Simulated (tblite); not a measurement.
C7H14N2Si.
SMILES: `CC(C)(C)c1cncn1[SiH3]`

Computed with GFN2-xTB (tblite): harmonic, unscaled wavenumbers at the GFN2-xTB geometry, gas phase. This tight-binding method is rough: wavenumbers can miss measured ones by several per cent, in bad cases by 10 to 20. Modes of hydrogen on silicon can be 10 to 20 % off.

Harmonic wavenumbers (cm⁻¹): 62.5, 109.4, 146.3, 157.7, 177.9, 198.6, 240.6, 254.4, 285.4, 323.0, 338.9, 357.2, 429.1, 433.6, 539.0, 581.1, 600.2, 623.5, 637.2, 667.3, 773.4, 790.6, 798.1, 815.7, 820.2, 869.0, 914.5, 958.0, 960.4, 962.9, 1031.4, 1036.8, 1067.0, 1132.1, 1157.3, 1216.1, 1228.1, 1231.1, 1252.1, 1303.9, 1365.9, 1401.1, 1403.2, 1425.5, 1486.7, 1489.6, 1495.6, 1500.1, 1502.8, 1507.1, 1518.6, 1565.2, 2274.0, 2283.0, 2300.9, 3021.5, 3025.1, 3029.5, 3031.5, 3035.3, 3040.7, 3041.7, 3048.4, 3057.6, 3166.7, 3178.7.

A = 1502, B = 1079, C = 734.6 MHz; mass 154.093 u (most abundant isotopes); point group C1, symmetry number 1.

Question: What is the zero-point energy?

Answer: ½Σν̃ = 42839 cm⁻¹ = 512.46 kJ/mol.

Question: Give the ideal-gas entropy at 298.15 K and 1 bar in the rigid-rotor, harmonic-oscillator model (classical rotation).

Answer: Translation 171.68, rotation 125.44, vibration 137.18: S = 434.3 J/(mol K).

Question: And Cp and H(298.15 K) − H(0)?

Answer: Cp = 197.65 J/(mol K), of which vibrations give 164.39 (their classical limit is 66 R = 548.8); H(298.15 K) − H(0) = 33.32 kJ/mol without the zero-point energy, 23.40 from vibrations.

Question: Which modes carry the vibrational entropy at 298.15 K?

Answer: 62.5 cm⁻¹: 18.31; 109.4 cm⁻¹: 13.72; 146.3 cm⁻¹: 11.38; 157.7 cm⁻¹: 10.78; 177.9 cm⁻¹: 9.83; 198.6 cm⁻¹: 8.98 J/(mol K); the other 60 give 64.17 together.

Question: How do the functions run with temperature in this model?

Answer: 
```
 T (K)  S (J/(mol K))  Cp (J/(mol K))  H − H(0) (kJ/mol)  G − H(0) (kJ/mol)  ln q(vib)
    50          245.5            50.9               1.94             -10.33       0.26
   100          291.0            83.9               5.32             -23.78       1.24
373.15          483.1           238.4              49.69            -130.58       9.46
   500          561.5           298.1              83.85            -196.90      13.56
   750          699.5           382.1             169.68            -354.98      21.50
  1000          817.5           436.8             272.51            -544.99      28.97
```

q(vib) and H(0) count from the zero-point level.

Hindered rotation and anharmonicity are outside this model. The structure is chiral; the term R ln 2 for an equal mix with its mirror image is left out.

Conformer computed: `[CH3:1][C:2]([CH3:3])([CH3:4])[c:5]1[cH:6][n:7][cH:8][n:9]1[SiH3:10]`: C1–C2–C5–C6 -110°.
